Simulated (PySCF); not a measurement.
# How the method moves the HOMO and LUMO of `C[Si](C)(Cl)[Si](Cl)(Cl)Cl`

Species: C2H6Cl4Si2.
Z-matrix (Å and degrees, PBE0-D3(BJ)/def2-SVP geometry), rows numbered from 1:
```
C 
Si  1  1.8649
C   2  1.8643  1  114.16
Cl  2  2.0814  1  109.27  3  -123.10
Si  2  2.3297  1  108.61  3   121.44
Cl  5  2.0583  2  111.59  1    53.19
Cl  5  2.0689  2  107.96  1   -65.18
Cl  5  2.0594  2  112.19  1   175.74
H   1  1.1001  2  110.56  3  -179.58
H   1  1.1010  2  110.66  3    60.13
H   1  1.1016  2  109.92  3   -59.93
H   3  1.1016  2  109.78  1    61.01
H   3  1.1001  2  110.52  1  -179.41
H   3  1.1010  2  110.79  1   -59.03
```

Basis pcSseg-1 throughout (PySCF), one geometry. Isolated species at its PBE0-D3(BJ)/def2-SVP geometry, gas phase.

Q: How do the orbital energies, the gap and the dipole change with the method?

A: 
| method | kind | HOMO (eV) | LUMO (eV) | gap (eV) | μ (D) | SCF cycles |
| --- | --- | --- | --- | --- | --- | --- |
| BLYP | GGA | -6.91 | -1.26 | 5.66 | 2.87 | 14 |
| OPBE | GGA | -7.09 | -1.44 | 5.65 | 3.00 | 14 |
| B97-D | GGA | -7.10 | -1.37 | 5.74 | 2.97 | 14 |
| KT2 | GGA | -7.18 | -1.67 | 5.51 | 2.94 | 15 |
| LDA | LDA | -7.19 | -1.77 | 5.42 | 3.03 | 13 |
| BP86 | GGA | -7.20 | -1.61 | 5.58 | 2.98 | 14 |
| B97-2 | global hybrid | -8.10 | -0.72 | 7.38 | 3.05 | 13 |
| PBE0 | global hybrid | -8.32 | -0.72 | 7.60 | 3.05 | 12 |
| BHandHLYP | global hybrid | -9.44 | 0.34 | 9.77 | 3.08 | 12 |
| LC-wPBE | range-separated hybrid | -10.91 | 1.43 | 12.34 | 3.12 | 13 |

The HOMO spans 3.99 eV, from BLYP down to LC-wPBE, and the gap runs from 5.42 eV (LDA) to 12.34 eV (LC-wPBE). Over the methods BLYP (0 %), OPBE (0 %), B97-D (0 %), KT2 (0 %), LDA (0 %), BP86 (0 %), B97-2 (21 %), PBE0 (25 %), BHandHLYP (50 %), a straight line through the gap against the share of exact exchange rises by 0.83 eV for each 10 % (correlation coefficient 0.998). The dipole ranges from 2.87 D (BLYP) to 3.12 D (LC-wPBE). This basis has no diffuse functions.

The vertical ΔSCF ionisation energy at CAM-B3LYP/def2-SVPD is 10.10 eV; −ε(HOMO) comes closest to it with BHandHLYP (9.44 eV).
